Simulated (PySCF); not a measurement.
Static polarisabilities and like-pair C6 coefficients by linear response at CAM-B3LYP/def2-SVPD (PySCF, frozen core in the response, non-relativistic, gas phase), PBE0-D3(BJ)/def2-SVP geometries, one conformer each; atomic units unless stated.

```tsv
label	species	α	C6
P	`C(#CCC=C)/C(=C\C#N)C#N`	123.1	5140
Q	`Cc1cccc(C#N)c1C#N`	113.1	4655
R	`CC1=C(C#N)C=CC(C#N)=C1`	116.2	4780
S	`N#CCC1=C[C@H]2[C@@H]3[C@H]2[C@]13C#N`	99.1	4150
T	`C(#N)[C@@H](C=C=C=C)F`	88.9	2588
U	`N#Cc1cc2ccccn2c1`	120.3	4906
```

Q: Estimate the unlike-pair coefficients by the rule C6(AB) = 2·C6(AA)·C6(BB) / [C6(AA)·αB/αA + C6(BB)·αA/αB], and compare with the geometric mean, for PT, QR, QS, QT, QU, RS, RT and TU.

A: 
```json
{"pair": "PT", "combination rule": "3647", "geometric mean": "3647", "ratio": "1.000"}
{"pair": "QR", "combination rule": "4717", "geometric mean": "4717", "ratio": "1.000"}
{"pair": "QS", "combination rule": "4383", "geometric mean": "4395", "ratio": "0.997"}
{"pair": "QT", "combination rule": "3466", "geometric mean": "3471", "ratio": "0.999"}
{"pair": "QU", "combination rule": "4776", "geometric mean": "4779", "ratio": "0.999"}
{"pair": "RS", "combination rule": "4436", "geometric mean": "4454", "ratio": "0.996"}
{"pair": "RT", "combination rule": "3515", "geometric mean": "3517", "ratio": "0.999"}
{"pair": "TU", "combination rule": "3563", "geometric mean": "3563", "ratio": "1.000"}
```

The rule is exact for one-pole polarisabilities and never exceeds the geometric mean; the two meet where both partners have the same effective excitation energy. These unlike-pair values are estimates, not computed integrals.
